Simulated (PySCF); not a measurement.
Delta-SCF ions had no search for a lower state. Excitations are Tamm–Dancoff values on a coarser integration grid. The basis has no diffuse functions, so Rydberg states are missing or too high.

Z-matrix (Å, degrees):
```
C
H 1 1.1228
N 1 1.4499 2 111.37
H 3 1.0108 1 112.54 2 118.23
H 3 1.0108 4 108.91 1 -125.50
B 1 1.5455 2 97.61 3 125.62
H 6 1.1897 1 120.04 2 45.39
H 6 1.1948 7 119.86 1 178.71
B 1 1.5456 2 97.57 6 108.80
H 9 1.1897 1 120.03 2 -45.47
H 9 1.1948 10 119.86 1 -178.70
```
Charge 0, spin multiplicity 1.

**Question.** What T1 excitation (TDA), dipole moment and vertical ionisation energy (Delta-SCF) does ωB97X-D3(BJ)/def2-TZVP // B3LYP-D3(BJ)/def2-TZVP (PySCF 2.14.0) give?

**Answer.** 
```
Quantity                                 Result
--------------------------------------  -------
T1 excitation (TDA)                     4.44 eV
dipole moment                            0.66 D
vertical ionisation energy (Delta-SCF)  9.44 eV
```
